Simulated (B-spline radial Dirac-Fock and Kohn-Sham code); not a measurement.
## The M5 (3d5/2) hole of rhenium ions: width and yield against charge

Level of theory: independent-particle rates on relativistic LDA orbitals of the hole state (multipoles up to L = 3, Coulomb Auger matrix elements, transition energies from Dirac-Fock); a B-spline atomic structure program. Tabulated ground configurations, configuration averages; single configurations, so decays that open only by mixing (as 1s 2s² with 1s 2p² in Be-like ions) are missing and such tiny yields are far too low.

```tsv
ion	configuration	radiative (eV)	non-radiative (eV)	yield
Re	[Xe] 4f14 5d5 6s2	0.0395	1.92	0.0202
Re⁺	[Xe] 4f14 5d5 6s1	0.0395	1.92	0.0201
Re²⁺	[Xe] 4f14 5d5	0.0395	1.93	0.0201
Re³⁺	[Xe] 4f14 5d4	0.0396	1.92	0.0202
Re⁴⁺	[Xe] 4f14 5d3	0.0397	1.92	0.0203
Re⁵⁺	[Xe] 4f14 5d2	0.0398	1.91	0.0204
Re⁶⁺	[Xe] 4f14 5d1	0.0400	1.91	0.0205
Re⁷⁺	[Xe] 4f14	0.0401	1.90	0.0207
```

Values without a named source are computed, but for edge energies of neutral atoms, which are taken from tables.
